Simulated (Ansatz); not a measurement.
Relaxation of BCl3H3N (8 atoms, charge 0, multiplicity 1), to a largest force component of 0.03 eV/Å in at most 50 steps.

Computed with RKS CAM-B3LYP-D4/def2-SVP in Ansatz.

```xyz
8
Properties=species:S:1:pos:R:3
B 0.015 0.422 0.001
Cl -0.180 0.787 1.777
Cl 1.602 0.527 -0.709
Cl -1.415 0.278 -0.984
N 0.095 -2.195 0.807
H -0.618 -2.879 0.558
H 0.985 -2.681 0.907
H -0.152 -1.788 1.728
```

Problem. Where does it end, and by what steps?

Solution. The forces met the threshold. After 9 steps the energy has fallen by 1.078 eV; H6 moved furthest, 0.95 Å. Joined: B1–N5 (2.74 → 1.62 Å).

```csv
step,energy less start (eV),largest force component (eV/Å),accepted
0,0.0000,1.177,yes
1,-0.0642,0.952,yes
2,-0.3542,1.222,yes
3,-0.8029,1.436,yes
4,-0.9553,1.036,yes
5,-1.0313,0.336,yes
6,-1.0539,0.118,yes
7,-1.0634,0.408,yes
8,-1.0761,0.160,yes
9,-1.0781,0.017,yes
```

```xyz
8
Properties=species:S:1:pos:R:3
B 0.022 -0.212 0.271
Cl 0.168 0.780 1.802
Cl 1.458 -0.054 -0.853
Cl -1.597 -0.044 -0.567
N 0.063 -1.751 0.776
H -0.049 -2.383 -0.021
H 0.960 -1.945 1.232
H -0.694 -1.920 1.444
```

Whether the end is a true minimum wasn't checked by a vibrational analysis.

Run time: 15 s on 4 threads of Arm Neoverse V2, with other jobs on the host, peak memory 0.25 GiB.
